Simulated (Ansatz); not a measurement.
Coupled-cluster diagnostics for TcO3H, Ansatz.

Geometry of the singlet (PBE-D4/def2-TZVP):

```xyz
5

Tc   -0.005   -0.013   -0.063
O    -1.659   -0.135   -0.377
O     0.727    1.292   -0.845
O     0.823   -1.468   -0.281
H     0.113    0.324    1.565
```

In the def2 sets Tc takes a core potential; there is no spin–orbit coupling. Correlated methods freeze 3 core orbitals; core or outer-core shells of Tc are correlated, in sets that lack core-valence functions.

(1) Estimate the CCSD(T) correlation energy, the shares of MP2 and (T), T1 and the reference's ⟨S²⟩ for: charge 0, singlet, own geometry in def2-TZVPP; charge 1, doublet, vertical in def2-TZVPP; and the rough time on 4 threads of Arm Neoverse V1 on a shared host.

Answers

(1) 
```tsv
state	basis	correlation (eV)	MP2 share (%)	(T) share (%)	T1	⟨S²⟩ (pure)	wall time	remarks
charge 0, singlet, own geometry	def2-TZVPP	-39.702	104.0	7.1	0.027	0.00 (0.00)	16 s	restricted SCF unstable
charge 1, doublet, vertical	def2-TZVPP	-36.912	90.4	6.9	0.090	1.98 (0.75)	9.7 min	large T1, spin-contaminated
```
Customary marks for T1 are 0.02 (closed shells), 0.045 (open shells) and about 0.05 (3d metals). T1 exceeds 0.02 in 2 of 2 rows and 0.045 in 1; the higher it lies, the less the single-reference result can be trusted.
